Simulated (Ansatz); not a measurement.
CH2AlFO, SMILES `O=[CH][AlH][F]`. Total charge 0; spin multiplicity 1. The geometry is a stationary point of PBE0-D4/def2-TZVP. It is one conformer, not always the lowest.

```xyz
6

O     0.454    1.505   -1.122
C     0.802    0.617   -0.375
Al   -0.678   -0.549    0.338
F    -0.290   -1.782    1.363
H     1.889    0.511   -0.141
H    -2.177   -0.302   -0.064
```

(1) What is the dipole moment at ωB97M-V/def2-TZVPP? (Estimate.)

(2) And with PBE, r2SCAN, B3LYP? (Best estimate.)

(3) Give the Mulliken charges with ωB97M-V, B3LYP, PBE in def2-TZVPP. (Best estimate.)

Results:

(1) The calculation gave: 0.84 D, with components (0.29, -0.60, 0.51) D in this frame, pointing from negative to positive charge.

(2) Computed: PBE 0.62 D, r2SCAN 0.72 D, B3LYP 0.76 D.

(3) Computed: 
```tsv
atom	ωB97M-V	B3LYP	PBE
O1	-0.25	-0.24	-0.20
C2	-0.06	-0.04	-0.03
Al3	0.65	0.66	0.56
F4	-0.34	-0.35	-0.31
H5	0.10	0.09	0.07
H6	-0.09	-0.12	-0.10
```

B3LYP here is the variant with VWN-RPA as its local correlation; programs differ in this.
